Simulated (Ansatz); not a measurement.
Stepwise reaction of `N[SiH2][SiH](N)O` with hydrogen fluoride, as a gas-phase model of exchange steps in deposition or etching. ΔE in kJ/mol.

Isolated molecules relaxed with PBE0-D4/def2-TZVP in Ansatz; ΔE leaves out vibrations. CBS: MP2 limit from def2 TZ/QZ plus the TZ coupled-cluster correction, frozen cores. This one scheme is used for every species. Functionals use def2-TZVPP. B3LYP here is the variant with VWN-RPA as its local correlation; programs differ in this. Each species was taken in one conformer, which may not be the lowest.

```csv
step,reaction,PBE-D4,B3LYP-D4,ωB97M-V,CCSD(T)/CBS
1,`N[SiH2][SiH](N)O` + H–F → `N[SiH](O)[SiH2]F` + NH₃,-76.6,-81.5,-80.1,-77.0
```

Q: Give the row of step 2, `N[SiH](O)[SiH2]F` + H–F → `O[SiH](F)[SiH2]F` + NH₃. (An estimate is asked.)

A: Ansatz gave: 
```tsv
step	reaction	PBE-D4	B3LYP-D4	ωB97M-V	CCSD(T)/CBS
2	`N[SiH](O)[SiH2]F` + H–F → `O[SiH](F)[SiH2]F` + NH₃	-79.2	-86.5	-84.9	-82.5
```

Q: By hand: ΔE of the 2 steps together at CCSD(T)/CBS.

A: (-77.0) + (-82.5) = -159.5 kJ/mol, or -79.8 kJ/mol a step.

In ΔE each step is lower than the one before. All are downhill at CCSD(T)/CBS. PBE-D4 differs from CCSD(T)/CBS by 0.4 to 3.3 kJ/mol a step. Only this route is followed, and other bonds may react first. Isolated molecules leave out the surface, adducts and barriers. Largest T1 diagnostic: 0.012.
